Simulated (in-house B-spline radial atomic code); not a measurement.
Configurations of C⁴⁺, with energies counted from 1s2. Method: Dirac-Hartree-Fock, average of configuration, Fermi nucleus of rms radius 2.4702 fm. Calculated with an all-electron radial atomic-structure program (B-spline basis). Energies include first-order Breit, QED and recoil terms.

| configuration | E - E(ref) (eV) | highest orbital | its <r> (bohr) |
| --- | --- | --- | --- |
| 1s1 2p1 | 304.25 | 2p3/2 | 0.9765 |
| 1s1 3d1 | 353.04 | 3d5/2 | 2.098 |
| 1s1 4d1 | 369.58 | 4d5/2 | 4.198 |
| 1s1 5d1 | 377.24 | 5d5/2 | 6.897 |
| 1s1 5f1 | 377.25 | 5f7/2 | 6.3 |

Q: Order these further configurations by energy, lowest first.
A. 1s1 4p1
B. 1s1 3p1
C. 1s1 4f1
D. 1s1 5g1
E. 1s1 5p1

A: B (352.59 eV), A (369.4 eV), C (369.59 eV), E (377.15 eV), D (377.25 eV).
